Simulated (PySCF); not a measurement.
Radial density of Dy²⁷⁺ (dysprosium, charge +27)

MN15, [Kr] 4d3, high-spin 4F determinant. Calculation: PySCF 2.14, in an uncontracted even-tempered set (18 s from 1.9 bohr⁻², ratio 2.5; 12 p from 2.5 bohr⁻², ratio 2.5; 9 d from 2.5 bohr⁻², ratio 2.5; 4 f from 11 bohr⁻², ratio 2.7; 3 g from 17 bohr⁻², ratio 2.7); the non-relativistic Hamiltonian (point nucleus).

| r (bohr) | 4πr²ρ (e/bohr) | 4πr²(ρα − ρβ) |
| --- | --- | --- |
| 0.000385 | 0.3679 | 0.0000 |
| 0.000648 | 1.004 | 0.0000 |
| 0.00109 | 2.678 | 0.0000 |
| 0.00183 | 6.854 | -0.0001 |
| 0.00308 | 16.39 | -0.0002 |
| 0.00519 | 35.03 | -0.0005 |
| 0.00873 | 62.19 | -0.0012 |
| 0.0147 | 82.80 | -0.0025 |
| 0.0247 | 79.07 | 0.0017 |
| 0.0415 | 86.04 | 0.1058 |
| 0.0698 | 113.7 | 0.9027 |
| 0.117 | 88.64 | 2.7236 |
| 0.198 | 98.71 | 1.0734 |
| 0.332 | 38.20 | 2.8183 |
| 0.559 | 28.09 | 6.8163 |
| 0.940 | 1.525 | 0.4692 |
| 1.58 | 0.002360 | 0.0010 |

A non-relativistic calculation at this Z misses sizeable relativistic shifts. Spin-orbit coupling is strong in this species (close to jj coupling), so the high-spin LS determinant is a model state, not a physical level.

Question: Where is the radial spin density 4πr²(ρα − ρβ) most negative, and why is it negative at all?

Answer: Around r = 0.0147 bohr, down to -0.0025 e/bohr: exchange with the open shell polarises the paired shells in an unrestricted calculation.
